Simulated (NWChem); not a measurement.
Species: C3H4Cl2; SMILES ClC1(Cl)CC1

Results from NWChem. Structure relaxed at the PBE0/def2-SVP level. Level: M06-2X/def2-SVP with SMD (1 M gas to 1 M solution), gas-phase geometry.

```tsv
solvent	dielectric constant	solvation free energy (kcal/mol)	cavity-dispersion-structure term (kcal/mol)	dipole in solution (D)
water	78.4	-1.1	1.9	2.68
tetrahydrofuran	7.43	-5.1	-2.5	2.59
N,N-dimethylformamide	37.2	-4.9	-1.9	2.67
ethanol	24.9	-5.3	-2.3	2.66
```
